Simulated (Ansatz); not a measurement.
Relaxation of C₂H₄FNOSi (10 atoms, charge 0, multiplicity 1), to a largest force component of 0.015 eV/Å in at most 40 steps.

All numbers below come from Ansatz, RKS B3LYP-D4/def2-mTZVP.

```xyz
10
Properties=species:S:1:pos:R:3
F -1.574 -0.308 1.061
C -0.562 0.077 0.293
Si 0.731 -1.337 0.153
N 0.012 1.422 0.611
C -0.506 1.835 -0.516
O -0.936 0.686 -0.954
H 0.144 -2.630 -0.418
H 1.895 -1.008 -0.645
H 1.237 -1.758 1.494
H -0.570 2.772 -1.042
```

Problem. Where does it end, and by what steps?

Solution. It converged. After 7 steps the energy has fallen by 0.670 eV; H10 moved furthest, 0.32 Å.

```csv
step,energy less start (eV),largest force component (eV/Å),accepted
0,0.0000,3.943,yes
1,-0.5295,2.440,yes
2,-0.6247,1.458,yes
3,-0.6505,0.969,yes
4,-0.6671,0.175,yes
5,-0.6685,0.113,yes
6,-0.6695,0.020,yes
7,-0.6696,0.010,yes
```

```xyz
10
Properties=species:S:1:pos:R:3
F -1.642 -0.344 1.087
C -0.573 0.059 0.358
Si 0.747 -1.325 0.149
N -0.071 1.399 0.701
C -0.430 1.712 -0.489
O -1.025 0.583 -0.976
H 0.084 -2.499 -0.458
H 1.803 -0.787 -0.732
H 1.275 -1.653 1.489
H -0.297 2.604 -1.089
```

Time of the run: 29 s on 2 threads of Arm Neoverse V2, with other jobs on the host, peak memory 0.33 GiB.
